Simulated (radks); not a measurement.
The rhenium ion Re2+ inside a hard spherical wall (all orbitals vanish at R), configuration held at [Xe] 4f14 5d5 and not refilled when levels cross. Calculated with a radial shooting solver on a logarithmic mesh with Libxc functionals: scalar-relativistic Kohn-Sham, r2SCAN, spin-polarised, spherical densities, finite nucleus; open shells are filled with parallel spins first (spin-orbit coupling, left out, can overturn this in heavy ions); meta-GGA in the generalised Kohn-Sham scheme; Fermi nuclear charge, rms radius 5.3698 fm. Eigenvalues in eV for spin up, with the zero of energy where the potential of the charges vanishes at infinity; a dash marks a level that is unbound or too diffuse for the functional's potential to be trusted. A positive occupied level is held by the wall or, in an anion where self-interaction has pushed it up, behind a barrier. The pressure on the wall is -dE/dV.

| R (bohr) | E (hartree) | kinetic (hartree) | e(5s) | e(5p) | e(4f) | e(5d) | e(6s, empty) | e(6p, empty) | pressure (GPa) |
|---|---|---|---|---|---|---|---|---|---|
| free | -16690.5227 | 18438.482 | -104.54 | -66.189 | -59.169 | -22.976 | -20.694 | -13.280 | 0 |
| 20 | -16690.5227 | 18438.482 | -104.54 | -66.189 | -59.169 | -22.976 | -20.694 | -13.280 | < 0.0001 |
| 15 | -16690.5227 | 18438.482 | -104.54 | -66.189 | -59.169 | -22.976 | -20.694 | -13.280 | < 0.0001 |
| 12 | -16690.5227 | 18438.482 | -104.54 | -66.189 | -59.169 | -22.976 | -20.694 | -13.280 | < 0.0001 |
| 10 | -16690.5227 | 18438.482 | -104.54 | -66.189 | -59.169 | -22.976 | -20.694 | -13.278 | < 0.0001 |
| 7 | -16690.5226 | 18438.484 | -104.53 | -66.179 | -59.158 | -22.968 | -20.674 | -13.124 | 0.0162 |
| 5 | -16690.5116 | 18438.583 | -104.17 | -65.843 | -58.771 | -22.643 | -19.935 | -11.096 | 2.15 |
| 4 | -16690.4373 | 18439.070 | -102.80 | -64.591 | -57.266 | -21.277 | -16.780 | -5.321 | 25.1 |
| 2.5 | -16688.4147 | 18449.062 | -90.474 | -52.362 | -42.321 | -4.074 | 26.592 | 53.326 | 1900 |
